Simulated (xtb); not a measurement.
B(Et)(OH)(NH2) (C2H8BNO), SMILES CCB(N)O. All values are semi-empirical tight-binding results from xtb (GFN2-xTB unless named), good for trends rather than for accurate numbers. Coordinates come from a GFN2-xTB optimisation. Other conformers were not sampled.

Computed properties:
orbital gap: 7.08 eV
dipole moment: 2.82 D
zero-point energy: 68.4 kcal/mol
G − E(el) at 298.15 K (modified RRHO): 49.4 kcal/mol
static polarisability (D4 model): 53.1 bohr³
solvation energy, GFN2-xTB/ALPB(water): -6.2 kcal/mol
solvation energy, GFN2-xTB/ALPB(dmf): -8.8 kcal/mol

Computed IR lines (harmonic; lines under 4 % of the strongest left out, lines within 3 cm⁻¹ merged):
ν (cm⁻¹): 464 (s), 503 (w), 574 (vs), 773 (m), 845 (w), 965 (s), 1259 (s), 1296 (vs), 1354 (vs), 1543 (m), 2952 (m), 2973 (m), 3009 (m), 3036 (m), 3050 (w) (against the strongest line: vs over 80 %, s over 45 %, m over 15 %, w over 4 %, vw less)
